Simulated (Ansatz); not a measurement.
Isolated molecules relaxed with PBE0-D4/def2-TZVP in Ansatz; ΔE leaves out vibrations. CBS: MP2 limit from def2 TZ/QZ plus the TZ coupled-cluster correction, frozen cores. This one scheme is used for every species. DFT in def2-TZVPP. HSE06 is defined as in plane-wave codes. For Sc outer-core shells are correlated without core-valence functions, which leaves a few kJ/mol of doubt a bond. Scalar relativity is left out up to krypton. Each species was taken in one conformer, which may not be the lowest.

Consider the ligand exchange at the Sc–Cl bond: `[SiH3][O][Sc]([Cl])[Cl]` + CH₃OH → `C[O][Sc]([Cl])[O][SiH3]` + HCl.

`[SiH3][O][Sc]([Cl])[Cl]`:

```xyz
8

Si    0.100   -1.261    0.983
O     0.006    0.036   -0.022
Sc   -0.113    1.488   -1.158
Cl   -1.045    1.184   -3.230
Cl    0.672    3.514   -0.431
H    -1.270   -1.677    1.381
H     0.774   -2.384    0.281
H     0.877   -0.901    2.196
```

CH₃OH:

Cartesian coordinates in Å:
```
C 0.075 0.150 -0.314
O 0.321 -0.576 0.869
H 1.012 0.177 -0.872
H -0.232 1.184 -0.114
H -0.685 -0.325 -0.946
H -0.491 -0.611 1.378
```

`C[O][Sc]([Cl])[O][SiH3]`:

```xyz
12

C    -1.776   -2.178   -0.512
O    -1.182   -1.224    0.304
Sc   -0.320    0.081    1.268
Cl   -0.759    0.372    3.530
O     0.925    1.171    0.375
Si    1.985    2.067   -0.483
H    -1.374   -2.129   -1.530
H    -1.598   -3.185   -0.119
H    -2.859   -2.021   -0.561
H     2.651    3.069    0.392
H     1.280    2.786   -1.580
H     3.029    1.191   -1.084
```

HCl:

Cartesian coordinates in Å:
```
Cl 0.562 0.087 -0.292
H -0.562 -0.087 0.292
```

```json
{"species": "`[SiH3][O][Sc]([Cl])[Cl]`", "HSE06 energy (Eh)": "-2047.24544"}
{"species": "CH₃OH", "HSE06 energy (Eh)": "-115.63382"}
{"species": "`C[O][Sc]([Cl])[O][SiH3]`", "HSE06 energy (Eh)": "-1702.20836"}
{"species": "HCl", "HSE06 energy (Eh)": "-460.65753"}
```

**Question.** Work out ΔE.

**Answer.** ΔE = (-1702.20836) + (-460.65753) − (-2047.24544) − (-115.63382) = 0.01337 Eh = +35.1 kJ/mol. CCSD(T)/CBS gives +28.4 kJ/mol.

Largest T1 diagnostic among the species: 0.015.

From r2SCAN to r2SCAN0 (25 % exact exchange), in def2-TZVPP and without D4, ΔE moves by +3.9 kJ/mol. At CCSD(T), def2-SVP lies −18.2 kJ/mol from the extrapolated value and def2-TZVPP −1.2 kJ/mol.
